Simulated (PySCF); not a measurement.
# SrBr at LC-ωPBE

Level: LC-ωPBE. Sr x2c-TZVPPall, Br x2c-TZVPPall; spin-free X2C with a Gaussian nucleus (PySCF 2.14).

| Item | Value |
| --- | --- |
| state | ²Σ⁺ (doublet), unpaired electrons σ ↑ |
| bond length | 2.738 Å |
| harmonic wavenumber | 216 cm⁻¹ |
| force constant | 1.15 mdyn/Å |
| rotational constant Be | 0.05409 cm⁻¹ |
| anharmonicity ωexe | 0.507 cm⁻¹ |
| vibration–rotation constant αe | 0.000184 cm⁻¹ |
| well depth De to Sr + Br | 92.2 kcal/mol |
| dissociation energy D0 | 91.8 kcal/mol |
| bond order (Mayer) | 0.96 |
| dipole moment (positive dipole means Sr(−)Br(+)) | -4.40 D |

Spin–orbit coupling is left out. The state is the lowest determinant that a PBE0 search found; another state may lie lower at other levels.
